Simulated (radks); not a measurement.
Isoelectronic series with 37 electrons, each ion in its NIST ground configuration. All-electron calculation, scalar-relativistic Kohn-Sham, SCAN, spin-polarised, spherical densities, finite nucleus; open shells are filled with parallel spins first (spin-orbit coupling, left out, can overturn this in heavy ions); meta-GGA in the generalised Kohn-Sham scheme; Fermi nuclear charge, rms radius of each element as measured or else 0.836 A^(1/3) + 0.57 fm. Program: a radial shooting solver on a logarithmic mesh with Libxc functionals. Total energies (hartree) and mean radii <r> (bohr):

ion    configuration  E (hartree)   4d up  4p down   4p up
Ho30+       [Kr] 4d1  -12155.7004  0.4897   0.4865  0.4863
Tm32+       [Kr] 4d1  -13019.9915  0.4666   0.4650  0.4648
Lu34+       [Kr] 4d1  -13918.6406  0.4456   0.4453  0.4451
Ta36+       [Kr] 4d1  -14852.4784  0.4265   0.4271  0.4270
Re38+       [Kr] 4d1  -15822.1112  0.4090   0.4103  0.4102
Ir40+       [Kr] 4d1  -16828.3191  0.3928   0.3947  0.3946
Au42+       [Kr] 4d1  -17871.9379  0.3779   0.3802  0.3801
Tl44+       [Kr] 4d1  -18953.8468  0.3640   0.3667  0.3666
Bi46+       [Kr] 4d1  -20074.9970  0.3511   0.3541  0.3540
